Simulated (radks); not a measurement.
Dipole-allowed excitations along the series with 80 electrons in [Hg]. Calculated with a radial shooting solver on a logarithmic mesh with Libxc functionals: scalar-relativistic Kohn-Sham, LDA (Slater exchange, Perdew-Wang correlation), spin-unpolarised, spherical densities, finite nucleus; Fermi nuclear charge, rms radius of each element as measured or else 0.836 A^(1/3) + 0.57 fm. Time-dependent linear response with the Hartree and adiabatic LDA kernel, continuum included through the Sternheimer equations, no spin-orbit coupling, so fine structure and intercombination lines are absent. Lines are the poles of the dipole polarisability below minus the highest occupied eigenvalue, found on a grid refined at the orbital gaps; the lowest seven at most are given, and weak or close lines can be missed. The first line takes the name of the lowest orbital gap if no other gap lies below it; otherwise a line is named after a gap within 0.6 % of it, if that gap stands alone.

Hg: -e(HOMO) (eV) 7.122; lowest orbital gap (eV) 6s-6p 5.937; first line (eV) 6.509 (6s-6p); f 0.971; static alpha (bohr^3) 33.77
Tl+: -e(HOMO) (eV) 16.677; lowest orbital gap (eV) 6s-6p 8.237; first line (eV) 9.353 (6s-6p); f 1.31; static alpha (bohr^3) 19.33; measured (eV) 6s-6p 9.381
Pb2+: -e(HOMO) (eV) 27.860; lowest orbital gap (eV) 6s-6p 10.369; first line (eV) 11.845 (6s-6p); f 1.45; static alpha (bohr^3) 12.95

Measured values: term averages from the NIST Handbook of Basic Atomic Spectroscopic Data.
